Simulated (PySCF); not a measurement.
Delta-SCF ions had no search for a lower state. Excitations are Tamm–Dancoff values on a coarser integration grid. The basis has no diffuse functions, so Rydberg states are missing or too high.

H4GeS, SMILES `[SH][GeH3]` (charge 0, multiplicity 1)

The numbers are results of PBE-D3(BJ)/def2-TZVP // B3LYP-D3(BJ)/def2-TZVP run with PySCF, not measurements.

```json
{
  "HOMO": "-6.06 eV",
  "dipole_moment": "1.27 D",
  "LUMO": "-0.99 eV",
  "HOMO–LUMO gap": "5.07 eV",
  "S1 excitation (TDA)": "5.29 eV",
  "S1 oscillator strength": "0.016",
  "T1 excitation (TDA)": "4.79 eV",
  "S1–T1 gap (TDA)": "0.49 eV",
  "vertical ionisation energy (Delta-SCF)": "9.47 eV",
  "total_energy": "-67406.16 eV",
  "cost": "roughly 30 core-seconds"
}
```

Bonds (Å): S1–Ge2 2.244, S1–H3 1.344, Ge2–H4 1.538, Ge2–H5 1.538, Ge2–H6 1.534. Bond angles (°): Ge2–S1–H3 94.8, S1–Ge2–H4 110.5, S1–Ge2–H5 110.4, S1–Ge2–H6 104.8, H4–Ge2–H5 109.8, H4–Ge2–H6 110.6, H5–Ge2–H6 110.7.
